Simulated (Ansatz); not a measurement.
Compare A (`BC(B)O[SiH3]`) with its isomer B (`BC[SiH2]BO`).

Computed with Ansatz on PBE0-D4/def2-TZVP structures; ΔE is electronic, products minus reactants. CCSD(T)/CBS is the MP2 limit (def2-TZVPP, def2-QZVPP) plus CCSD(T) − MP2 in def2-TZVPP, frozen cores. Functionals use def2-TZVPP. B3LYP here is the variant with VWN-RPA as its local correlation; programs differ in this. Each species was taken in one conformer, which may not be the lowest.

A:

```xyz
13

B    -0.636    1.306    0.725
C     0.420    0.267    0.280
B     1.823    0.921    0.389
O     0.198   -0.454   -0.917
Si   -0.986   -1.586   -1.049
H    -0.548    1.789    1.813
H    -1.508    1.641   -0.019
H     0.531   -0.406    1.168
H     2.581    0.859   -0.531
H     2.134    1.456    1.410
H    -0.976   -2.048   -2.455
H    -2.316   -1.020   -0.690
H    -0.717   -2.725   -0.125
```

B:

```xyz
13

B    -1.917   -0.989    0.159
C    -1.194    0.037   -0.711
Si    0.034    0.544    0.669
B     1.964    0.461    0.062
O     2.226   -0.095   -1.139
H    -1.546   -2.128    0.194
H    -2.813   -0.652    0.882
H    -1.742    0.940   -0.981
H    -0.597   -0.340   -1.542
H    -0.335    1.879    1.213
H    -0.113   -0.411    1.818
H     2.872    0.876    0.737
H     3.161   -0.123   -1.362
```

Question: Which is lower in electronic energy at CCSD(T)/CBS, and by how much? (Estimate.)

Answer: Ansatz gave: B, by 135.3 kJ/mol.

Question: Give E(B) − E(A) in kJ/mol with B3LYP, ωB97M-V, HF/def2-TZVPP, CCSD(T)/def2-TZVPP, B3LYP-D4, PBE-D4, CCSD/def2-TZVPP. (Estimate.)

Answer: Computed: B3LYP -128.5, ωB97M-V -131.0, HF/def2-TZVPP -101.4, CCSD(T)/def2-TZVPP -135.3, B3LYP-D4 -127.2, PBE-D4 -149.9, CCSD/def2-TZVPP -130.8. None reverses the order clearly.

Largest T1 diagnostic: 0.014.

From PBE to PBE0 (25 % exact exchange), in def2-TZVPP and without D4, E(B) − E(A) moves by +4.8 kJ/mol. In def2-TZVPP, CCSD(T) changes the Hartree–Fock value by −33.9 kJ/mol (the triples alone add −4.5 kJ/mol) and MP2 by −34.2 kJ/mol.
